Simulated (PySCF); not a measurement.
PySCF input for Mg(Et)(OMe) (C3H8MgO), SMILES C[CH2][Mg][O]C, PBE-D3(BJ)/def2-SVP. Geometry optimised at PBE-D3(BJ)/def2-SVP. The structure was generated by enumeration; whether it is a known compound was not checked. The values are those of a single conformer.

```python
import numpy as np
from pyscf import gto, scf, dft, df
from pyscf.hessian import thermo

mol = gto.M(
    atom='''
    Mg    0.24536631   -0.11110284    0.00436874
    C    -0.25446109   -1.58647723    1.43026486
    C    -1.70498342   -1.56655514    1.94155591
    H     0.45319974   -1.48275163    2.28362945
    H    -0.02018666   -2.57903322    0.98336181
    H    -2.44287527   -1.71103638    1.12372225
    H    -1.96560772   -0.60575354    2.43465437
    H    -1.90508041   -2.36716403    2.68941972
    O     0.67139830    1.14292913   -1.20802401
    C     1.00175937    2.10681957   -2.14112307
    H     0.87895108    3.14526533   -1.74317215
    H     2.06386722    2.02320677   -2.48280763
    H     0.36826057    2.04434440   -3.06122695
    ''',
    basis='def2-SVP',
    charge=0,
    spin=0,
    max_memory=1600,
    verbose=3,
)
mf = dft.RKS(mol, xc='pbe').density_fit(auxbasis='def2-universal-jkfit')
mf.disp = 'd3bj'
mf.grids.level = 3
mf.conv_tol = 1e-11
mf.max_cycle = 100
mf.kernel()

# [left out here: the lines that compute and print the analytic Hessian (its translational invariance restored by hand, since the grid's response is missing), thermochemistry and intensities]
```

Program output:

```
[...]
      11   H                -0.00  0.00 -0.00    0.00 -0.01  0.01   -0.00 -0.38  0.47
      12   H                -0.00 -0.00  0.01    0.01  0.01 -0.01    0.31  0.26 -0.35
Mode                                15                  16                  17
Irrep
Freq [cm^-1]                     1144.6559           1199.2002           1245.6774
Reduced mass [au]                   1.2955              1.2896             11.4277
Force const [Dyne/A]                1.0001              1.0926             10.4477
Char temp [K]                    1646.9049           1725.3821           1792.2524
Normal mode                   x     y     z       x     y     z       x     y     z
       0  Mg                 0.00 -0.00 -0.00   -0.00 -0.00 -0.00   -0.01 -0.02  0.02
       1   C                -0.00  0.00  0.00   -0.02 -0.05 -0.06    0.00  0.01 -0.01
       2   C                -0.00 -0.00 -0.00    0.03  0.07  0.08   -0.00 -0.00  0.00
       3   H                 0.01 -0.00 -0.00   -0.43 -0.04  0.27   -0.01 -0.02  0.01
       4   H                -0.01  0.00 -0.00    0.46  0.12 -0.18   -0.01 -0.01  0.02
       5   H                -0.01  0.00  0.00    0.27 -0.10 -0.11    0.01  0.01 -0.01
       6   H                 0.01 -0.00  0.00   -0.31  0.01  0.01    0.01  0.01 -0.02
       7   H                 0.00  0.00  0.00   -0.06 -0.13 -0.15   -0.01 -0.00  0.00
       8   O                 0.00 -0.04 -0.04   -0.00 -0.00 -0.00    0.05  0.13 -0.13
       9   C                -0.01  0.09  0.09    0.00  0.00  0.00   -0.04 -0.12  0.12
      10   H                 0.13  0.35 -0.52   -0.00  0.01 -0.01   -0.01 -0.06  0.04
      11   H                -0.09 -0.35 -0.05   -0.00 -0.00 -0.01   -0.03 -0.04  0.05
      12   H                 0.01 -0.45  0.12   -0.00 -0.01  0.00   -0.00 -0.04  0.06
Mode                                18                  19                  20
Irrep
Freq [cm^-1]                     1343.2692           1382.9921           1420.1181
Reduced mass [au]                   1.1975              1.1025              1.0400
Force const [Dyne/A]                1.2731              1.2424              1.2358
Char temp [K]                    1932.6653           1989.8177           2043.2338
Normal mode                   x     y     z       x     y     z       x     y     z
       0  Mg                -0.00  0.00 -0.00    0.00 -0.00  0.00    0.00  0.00  0.00
       1   C                -0.01  0.01 -0.00    0.07 -0.03 -0.00   -0.00 -0.00  0.00
       2   C                -0.11  0.01  0.04   -0.03 -0.02  0.02    0.00 -0.00  0.00
       3   H                 0.08 -0.13 -0.05   -0.33  0.51  0.23    0.00  0.00 -0.00
       4   H                 0.13 -0.01  0.09   -0.54  0.01 -0.36    0.00 -0.00  0.00
       5   H                 0.37 -0.07 -0.36    0.11  0.00 -0.10   -0.00  0.02 -0.00
       6   H                 0.48  0.19 -0.05    0.13  0.05 -0.04   -0.01  0.00 -0.01
       7   H                 0.46 -0.16 -0.03    0.04 -0.04  0.02    0.01 -0.00  0.00
       8   O                -0.00 -0.00  0.00   -0.00 -0.00  0.00    0.00  0.01  0.01
       9   C                 0.00  0.00 -0.00   -0.00 -0.00  0.00    0.02  0.03  0.04
      10   H                 0.00  0.00 -0.00    0.00  0.00 -0.00   -0.48 -0.11  0.17
      11   H                 0.00  0.01 -0.00   -0.00  0.00 -0.00   -0.19 -0.45 -0.48
      12   H                 0.00  0.01 -0.00    0.00  0.00 -0.00    0.38  0.11 -0.26
Mode                                21                  22                  23
Irrep
Freq [cm^-1]                     1420.1946           1420.5027           1431.7401
Reduced mass [au]                   1.0401              1.0414              1.0363
Force const [Dyne/A]                1.2360              1.2380              1.2516
Char temp [K]                    2043.3439           2043.7871           2059.9553
Normal mode                   x     y     z       x     y     z       x     y     z
       0  Mg                 0.00 -0.00 -0.00    0.00 -0.00  0.00    0.00  0.00  0.00
       1   C                -0.00 -0.00  0.00    0.00  0.01 -0.01    0.00  0.01  0.01
       2   C                 0.00 -0.01  0.01   -0.00  0.04 -0.03    0.01  0.03  0.03
       3   H                 0.00  0.00 -0.00   -0.02 -0.01  0.01    0.05 -0.00 -0.02
       4   H                 0.00  0.00 -0.00   -0.02 -0.01  0.02   -0.05 -0.00  0.01
       5   H                -0.02  0.10  0.01    0.14 -0.60 -0.03   -0.24 -0.32  0.30
       6   H                -0.06  0.02 -0.08    0.33 -0.15  0.49    0.21  0.27 -0.36
       7   H                 0.06 -0.02 -0.00   -0.39  0.15  0.02   -0.18 -0.42 -0.50
       8   O                 0.01 -0.00 -0.00    0.00  0.00 -0.00    0.00  0.00 -0.00
       9   C                 0.05 -0.02 -0.01    0.01 -0.00 -0.00    0.00  0.00  0.00
      10   H                -0.45  0.09 -0.38   -0.09  0.01 -0.05   -0.00 -0.00  0.00
      11   H                 0.08 -0.28  0.29    0.01 -0.06  0.04   -0.00 -0.00 -0.00
      12   H                -0.32  0.52  0.19   -0.05  0.08  0.03    0.00 -0.00 -0.00
Mode                                24                  25                  26
Irrep
Freq [cm^-1]                     1432.0806           2864.7988           2923.3153
Reduced mass [au]                   1.1365              1.0305              1.1037
Force const [Dyne/A]                1.3733              4.9830              5.5569
Char temp [K]                    2060.4452           4121.8077           4205.9999
Normal mode                   x     y     z       x     y     z       x     y     z
       0  Mg                 0.00  0.00 -0.00   -0.00 -0.00  0.00   -0.00 -0.00 -0.00
       1   C                -0.00  0.00  0.00   -0.00  0.00 -0.00    0.00  0.00  0.00
       2   C                 0.00 -0.00 -0.00    0.00  0.00 -0.00    0.00  0.00  0.00
       3   H                -0.00 -0.01  0.00    0.00  0.00  0.00   -0.00 -0.00 -0.00
       4   H                 0.00 -0.00  0.00    0.00 -0.00 -0.00    0.00 -0.00 -0.00
       5   H                -0.00 -0.01  0.00   -0.00 -0.00 -0.00   -0.00 -0.00 -0.00
       6   H                -0.00 -0.00  0.00   -0.00  0.00  0.00    0.00 -0.00 -0.00
       7   H                -0.01  0.00 -0.00   -0.00 -0.01  0.01    0.00  0.00 -0.00
       8   O                -0.01 -0.02  0.02    0.00  0.00 -0.00    0.00  0.00  0.00
       9   C                -0.02 -0.07  0.06    0.01  0.03 -0.03   -0.02 -0.06 -0.07
      10   H                 0.16  0.19 -0.48    0.07 -0.52 -0.22   -0.09  0.62  0.25
      11   H                -0.08  0.42 -0.32   -0.54  0.06  0.16   -0.02 -0.02 -0.02
      12   H                 0.27  0.42 -0.20    0.33  0.05  0.46    0.39  0.04  0.53
Mode                                27                  28                  29
Irrep
Freq [cm^-1]                     2923.3886           2935.0392           2954.2093
Reduced mass [au]                   1.1036              1.0407              1.0592
Force const [Dyne/A]                5.5572              5.2823              5.4465
Char temp [K]                    4206.1053           4222.8680           4250.4495
Normal mode                   x     y     z       x     y     z       x     y     z
       0  Mg                -0.00  0.00  0.00    0.00 -0.00  0.00   -0.00  0.00  0.00
       1   C                 0.00 -0.00  0.00    0.01 -0.01  0.00   -0.05  0.04 -0.02
       2   C                 0.00  0.00 -0.00    0.04  0.02 -0.03    0.01 -0.01  0.00
       3   H                -0.00 -0.00 -0.00   -0.05 -0.01 -0.07    0.42  0.09  0.52
       4   H                -0.00  0.00  0.00   -0.01  0.08  0.04    0.13 -0.60 -0.29
       5   H                -0.00 -0.00 -0.00   -0.28 -0.05 -0.33   -0.08 -0.02 -0.09
       6   H                -0.00  0.00  0.00   -0.09  0.38  0.18   -0.03  0.11  0.06
       7   H                -0.00 -0.00  0.00   -0.11 -0.55  0.50    0.00 -0.01  0.01
       8   O                 0.00 -0.00 -0.00    0.00  0.00 -0.00    0.00  0.00 -0.00
       9   C                -0.08  0.03  0.00    0.00 -0.00  0.00   -0.00 -0.00  0.00
      10   H                 0.02 -0.34 -0.15   -0.00  0.01  0.00   -0.00  0.00  0.00
      11   H                 0.74 -0.08 -0.22    0.00 -0.00 -0.00    0.00 -0.00 -0.00
      12   H                 0.22  0.05  0.33   -0.00 -0.00 -0.01   -0.00  0.00 -0.00
Mode                                30                  31                  32
Irrep
Freq [cm^-1]                     2998.8650           3005.8826           3032.3907
Reduced mass [au]                   1.0999              1.0979              1.1023
Force const [Dyne/A]                5.8278              5.8447              5.9718
Char temp [K]                    4314.6991           4324.7959           4362.9351
Normal mode                   x     y     z       x     y     z       x     y     z
       0  Mg                 0.00  0.00  0.00   -0.00 -0.00  0.00   -0.00 -0.00 -0.00
       1   C                 0.02  0.05  0.06   -0.00  0.01 -0.00   -0.01 -0.02 -0.02
       2   C                -0.01 -0.02 -0.02   -0.03  0.07 -0.05   -0.02 -0.05 -0.06
       3   H                -0.41 -0.05 -0.49    0.05  0.01  0.07    0.13  0.02  0.15
       4   H                 0.14 -0.57 -0.25    0.02 -0.08 -0.03   -0.04  0.18  0.08
       5   H                 0.13  0.02  0.15    0.33  0.08  0.38    0.42  0.07  0.48
       6   H                -0.05  0.17  0.09    0.11 -0.44 -0.24   -0.15  0.56  0.27
       7   H                -0.00 -0.00 -0.01   -0.10 -0.43  0.40   -0.01 -0.01 -0.01
       8   O                 0.00  0.00  0.00    0.00  0.00 -0.00    0.00  0.00  0.00
       9   C                 0.00  0.00  0.00   -0.00 -0.00  0.00   -0.00 -0.00 -0.00
      10   H                 0.00 -0.00 -0.00   -0.00  0.00  0.00   -0.00  0.00  0.00
      11   H                 0.00  0.00  0.00    0.00 -0.00 -0.00   -0.00 -0.00 -0.00
      12   H                -0.00 -0.00 -0.00   -0.00  0.00 -0.00    0.00  0.00  0.00
temperature 298.1500 [K]
pressure 101325.00 [Pa]
Rotational constants [GHz] 20.08422 1.22357 1.17906
Symmetry number 1
Zero-point energy (ZPE) 0.10154 [Eh]   266604.734 [J/mol]
                           tot       elec      trans        rot        vib
Entropy [J/mol/K]       366.019      0.000    164.065    112.167     89.787
Cv [J/mol/K]            100.946      0.000     12.472     12.472     76.003
Cp [J/mol/K]            109.261      0.000     20.786     12.472     76.003
Internal energy [J/mol]                      3718.434   3718.434 279705.966
Internal energy [Eh]   -393.75601  -393.86538
Enthalpy [J/mol]                             6197.391   3718.434 279705.966
Enthalpy [Eh]          -393.75507
Gibbs free energy [J/mol]                  -42718.586 -29724.213 252936.075
Gibbs free energy [Eh] -393.79663
mode   freq/cm-1   IR/(km/mol)
   1      -16.67         0.010
   2       59.88         0.294
   3       71.90         0.046
   4      105.41        19.583
   5      118.38        32.561
   6      220.91        41.189
   7      230.07        12.313
   8      401.05         8.667
   9      548.34        57.717
  10      661.55        41.203
  11      887.57         7.583
  12      919.46        10.451
  13     1002.22        10.039
  14     1123.12        36.343
  15     1144.64         0.195
  16     1144.66         0.157
  17     1199.20         6.440
  18     1245.68       386.164
  19     1343.27         7.718
  20     1382.99         0.328
  21     1420.12         0.036
  22     1420.19         0.171
  23     1420.50         1.582
  24     1431.74         5.813
  25     1432.08        54.431
  26     2864.80       224.371
  27     2923.32        69.406
  28     2923.39        68.867
  29     2935.04        64.233
  30     2954.21        14.855
  31     2998.87         4.947
  32     3005.88        28.696
  33     3032.39        33.055
max |gradient| / (hartree/bohr): 0.00020057341051279913
APT charges: [ 1.021  -0.2182  0.0858 -0.0539 -0.0539 -0.0245 -0.0245 -0.074  -1.0349
  0.7218 -0.1146 -0.1154 -0.1146]
```

Self-consistency was reached. The end point has an imaginary mode, so it is no minimum.
